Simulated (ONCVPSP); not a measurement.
## Configuration tests for vanadium (V) (ONCV)

ONCVPSP 4.0.1 input, shortened (lines: element, Z, core and valence counts, functional; n l f; lmax; l rc ep ncon nbas qcut; lloc lpopt rc5 dvloc0; l nproj debl; icmod fcfact rcfact), PBE, scalar-relativistic:

```
  V 23.00    3    4        4      upf
    1    0    2.00
    2    0    2.00
    2    1    6.00
    3    0    2.00
    3    1    6.00
    3    2    3.00
    4    0    2.00
    2
    0    1.65    0.00    4    7    7.10
    1    1.50    0.00    4    7    9.60
    2    1.20    0.00    4    8   10.20
    4    2    1.05    4.00
    0    2    3.90
    1    2    3.00
    2    2    0.40
    2    0.20    0.70
```

Energies are relative to the spin-unpolarised reference configuration 3s2 3p6 3d3 4s2; without spin polarisation the order of configurations can differ from experiment.

```tsv
valence configuration	charge	ΔE all-electron (eV)	error AE − PS (meV)
3s2 3p6 3d3 4s1	+1	7.735	-0.5
3s2 3p6 3d3 4s0 4p2	0	6.855	-0.8
```

**Question.** What are ΔE and the potential's error for 3s2 3p6 3d2 4s0?

**Answer.** ΔE = 50.928 eV all-electron; the error (AE − PS) is +5.6 meV.

**Question.** What are ΔE and the potential's error for 3s2 3p6 3d3 4s0?

**Answer.** ΔE = 22.031 eV all-electron; the error (AE − PS) is -1.7 meV.

Levels in the configuration 3s2 3p6 3d3 4s0:

```tsv
level	all-electron (eV)	pseudo (eV)
3s	-86.777	-86.801
3p	-60.583	-60.592
3d	-21.317	-21.325
```
